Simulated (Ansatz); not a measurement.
Consider the ligand exchange at a B–N bond: `BN1C[SiH2]1` + `[SiH3][SiH2][SeH]` → `B[Se][SiH2][SiH3]` + `C1N[SiH2]1`.

Gas-phase electronic energies from Ansatz, PBE0-D4/def2-TZVP geometries. CCSD(T)/CBS is the MP2 limit (def2-TZVPP, def2-QZVPP) plus CCSD(T) − MP2 in def2-TZVPP, frozen cores. Functionals use def2-TZVPP. B3LYP here is the variant with VWN-RPA as its local correlation; programs differ in this. For Se outer-core shells are correlated without core-valence functions, which leaves a few kJ/mol of doubt a bond. Scalar relativity is left out up to krypton. One conformer a species, not always the lowest.

| level | ΔE (kJ/mol) | difference from CCSD(T)/CBS |
| --- | --- | --- |
| B3LYP-D4 | 62.9 | 11.1 |
| r2SCAN0-D4 | 56.3 | 4.5 |
| ωB97M-V | 60.0 | 8.2 |
| PBE-QIDH | 54.4 | 2.6 |
| PBE | 54.2 | 2.4 |
| BLYP | 64.5 | 12.7 |
| r2SCANh | 56.0 | 4.2 |
| CCSD(T)/def2-SVP | 69.1 | 17.3 |
| CCSD/def2-TZVPP | 56.9 | 5.1 |
| CCSD(T)/def2-TZVPP | 53.8 | 2.0 |
| CCSD(T)/CBS | 51.8 | 0 |

Largest T1 diagnostic among the species: 0.014.

At CCSD(T), def2-SVP lies +17.3 kJ/mol from the extrapolated value and def2-TZVPP +2.0 kJ/mol. In def2-TZVPP, CCSD(T) changes the Hartree–Fock value by −15.9 kJ/mol (the triples alone add −3.1 kJ/mol) and MP2 by −17.1 kJ/mol. Leaving LDA and LC-ωPBE aside and taking each functional with its dispersion term where it has one, the values, not all of them listed here, spread over 16.8 kJ/mol, from revPBE-D4 to CAM-B3LYP-D4. LDA lies +6.7 kJ/mol from PBE without D4.
